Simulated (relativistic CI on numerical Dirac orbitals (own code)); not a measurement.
# Mn²⁺ in a cubic cluster: 1s photoemission with charge transfer

Computed with a charge-transfer multiplet model of a cubic metal-ligand cluster with up to 2 ligand holes, Slater and spin-orbit integrals from Dirac-Coulomb-Breit ions, Slater integrals scaled by 0.7. The ground state mixes d5 with configurations of k ligand holes L, whose averages lie at kΔ + k(k − 1)U_dd/2; a core hole lowers each added d electron by U_cd. 20 K, Lorentzian 1.1 eV and Gaussian 0.6 eV FWHM.

Atomic integrals in eV (Slater integrals scaled, ζ unscaled), ground: F2dd 7.178, F4dd 4.458, zeta_d 0.037; with the core hole: F2dd 8.443, F4dd 5.278, zeta_d 0.058, G2cd 0.043.

Cluster parameters (eV): Δ = 6.2, U_cd = 8.2, 10Dq = 0.2, 10Dq(ligand) = 1.5, V(eg) = 1.85, V(t2g) = -0.82, final-state hopping factor = 1.

Weights, n_d and S are thermal averages at 20 K. Binding energies count from the first peak over 30 % of the highest in each spectrum, which can be another peak from case to case. The parameters are a model scan and need not match a compound or its usual spin state. Peaks in eV (height, largest 100): 0.0 (100), 5.4 (51).

Question: Which parameters give this spectrum?
A. U_dd = 6.8 eV
B. U_dd = 8.9 eV
C. U_dd = 5.4 eV

Answer: C. U_dd = 5.4 eV; the ground state then has 5.13 d electrons and S = 2.50. The choice follows from running the model for each set and comparing peak positions and heights.
